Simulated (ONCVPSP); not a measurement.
# What one change does to a pseudopotential (C (Z = 6), ONCV)

carbon, optimised norm-conserving Vanderbilt (ONCV), made with ONCVPSP 4.0.1 (PBE, scalar-relativistic). Core [He], reference 2s2 2p2. Waves: 2s: rc 1.20 bohr, ncon 4, nbas 8, qcut 6.5 1/bohr, 1 projector; 2p: rc 1.70 bohr, ncon 4, nbas 7, qcut 10 1/bohr, 2 projectors, debl 3.7 Ha. Local part: polynomial inside 0.85 bohr (lpopt 4, dvloc0 6 Ha). Core correction: none.

Change: local potential polynomial inside 0.85 bohr (lpopt 4, dvloc0 1 Ha).

Cutoffs: the cutoffs (Ha) at which the residual kinetic energy of the hardest occupied pseudo-wave falls to 1 and 0.1 mHa per electron; they do not see the model core or the augmentation charge, which bear on the density cutoff. Errors are all-electron minus pseudo energies relative to the spin-unpolarised reference configuration.

Problem. How do hardness, ghosts and transferability respond?

Solution. The potential gets neither clearly harder nor softer (23 Ha and 36 Ha → 23 Ha and 36 Ha); the errors of the 4 common tests hardly move; neither file shows a bound ghost.

| quantity | base | changed |
| --- | --- | --- |
| cutoff, loose | 23 Ha | 23 Ha |
| cutoff, tight | 36 Ha | 36 Ha |
| bound ghosts | none | none |
| GHOST(+) flags under 300 eV | none | none |
| error for 2s2 2p1, meV [ΔE 10.86 eV] | +14 | +14 |
| error for 2s2 2p0, meV [ΔE 35.02 eV] | +158 | +161 |
| error for 2s1 2p0, meV [ΔE 83.21 eV] | +362 | +367 |
| error for 2s1 2p2, meV [ΔE 19.62 eV] | -7.4 | -7.2 |
| s: phases at 1.22 bohr within 0.05 rad from the reference energy up to (Ha; the scan ends near 5) | 4.1 | 3.6 |
| p: phases at 1.73 bohr within 0.05 rad from the reference energy up to (Ha; the scan ends near 5) | to the end of the scan | to the end of the scan |
